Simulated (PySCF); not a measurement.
## Cu¹⁷⁺: ionisation energy

Cu¹⁷⁺ [Ne] 3s2 (1S) → Cu¹⁸⁺ [Ne] 3s1 (2S), as a difference of total energies. Computed with PySCF 2.14 in an uncontracted even-tempered set (18 s from 1.5 bohr⁻², ratio 2.5; 11 p from 2 bohr⁻², ratio 2.5; 5 d from 7.9 bohr⁻², ratio 2.7; 4 f from 12 bohr⁻², ratio 2.7), with the spin-free X2C one-electron Hamiltonian (Gaussian nucleus). Correlated levels: outer shells: 1s2 frozen; virtual orbitals above 40 to 60 times the deepest correlated orbital energy dropped. The calculations carry no spin-orbit coupling.

```csv
method,ionisation energy (eV)
UHF,628.54
LDA,631.55
PBE,631.98
PBE0,631.39
r2SCAN,629.26
B97-3,631.62
TPSS,631.08
MP2 (outer shells),631.01
SCS-MP2 (outer shells),631.28
```

Which method comes closest to the reference value, and which is furthest?

The reference is 632.5 ± 0.6 eV (semi-empirical (NIST evaluation); NIST Atomic Spectra Database, ionization energies). Closest: PBE (error -0.520 eV); furthest: UHF (error -3.960 eV).
